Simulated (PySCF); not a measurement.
## Cl+: ionisation energy

Cl+ [Ne] 3s2 3p4 (3P) → Cl(2+) [Ne] 3s2 3p3 (4S), as a difference of total energies. Computed with PySCF 2.14 in x2c-QZVPPall (9s6p4d2f1g, 70 functions), with the spin-free X2C one-electron Hamiltonian (Gaussian nucleus). Correlated levels: valence: [Ne] frozen. The calculations carry no spin-orbit coupling.

```tsv
method	ionisation energy (eV)
UHF	22.577
MP2 (valence)	23.471
SCS-MP2 (valence)	23.579
CCSD (valence)	23.592
CCSD(T) (valence)	23.629
```

A first-order spin-orbit estimate (lowest level to lowest level, LS coupling) adds 0.040 eV.

Errors of the correlated levels include the incompleteness of this basis and the frozen core.

Task: Which method comes closest to the reference value, and which is furthest?

Result: The reference is 23.814 eV (measured; NIST Atomic Spectra Database, ionization energies). Closest: CCSD(T) (valence) (error -0.145 eV); furthest: UHF (error -1.197 eV), both after the spin-orbit estimate.
